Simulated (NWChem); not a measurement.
Species: ZrOF2; SMILES [O]=[Zr]([F])[F]

```xyz
4

Zr     0.0239    -0.1173     0.0000
O      1.6980     0.3467     0.0000
F     -0.8415     0.2578    -1.6867
F     -0.8415     0.2578     1.6867
```
Atoms are numbered in this order, from 1.

Level: PBE0/def2-SVP with def2 effective core potentials on Zr (NWChem), optimised geometry, unscaled harmonic frequencies. def2 effective core potentials on Zr; no spin-orbit coupling.

Question: List the harmonic frequencies with IR intensities, and the thermochemistry.

Answer: 
```json
[
 {"frequency (cm⁻¹)": "98", "IR intensity (km/mol)": "84.3"},
 {"frequency (cm⁻¹)": "173", "IR intensity (km/mol)": "16.0"},
 {"frequency (cm⁻¹)": "235", "IR intensity (km/mol)": "13.7"},
 {"frequency (cm⁻¹)": "649", "IR intensity (km/mol)": "79.7"},
 {"frequency (cm⁻¹)": "682", "IR intensity (km/mol)": "203.4"},
 {"frequency (cm⁻¹)": "991", "IR intensity (km/mol)": "205.0"}
]
```

- zero-point energy = 4.0 kcal/mol
- thermal correction to the enthalpy at 298.15 K (with zero-point energy) = 7.8 kcal/mol
- heat capacity Cv = 13.8 cal/(mol K)
- entropy at 298.15 K and 1 atm (symmetry number 1) = 75.1 cal/(mol K)

Rigid rotor and harmonic oscillator; modes under 100 cm⁻¹ make the entropy uncertain.
